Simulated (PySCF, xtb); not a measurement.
GeF3I, SMILES [F][Ge]([F])([F])[I].

GFN2-xTB (xtb) at its own geometry gives an orbital gap of 4.82 eV and a dipole moment of 0.37 D.

Coordinates come from a B3LYP-D3(BJ)/def2-SVP optimisation. The def2 effective core potentials stand for the cores of I; spin–orbit coupling is left out.

Task: What does PySCF with PBE/def2-TZVP give? (Estimate from the structure and the level; the computed values follow.)

Result: gap 4.19 eV (levels -7.71 and -3.52 eV), dipole 2.41 D.
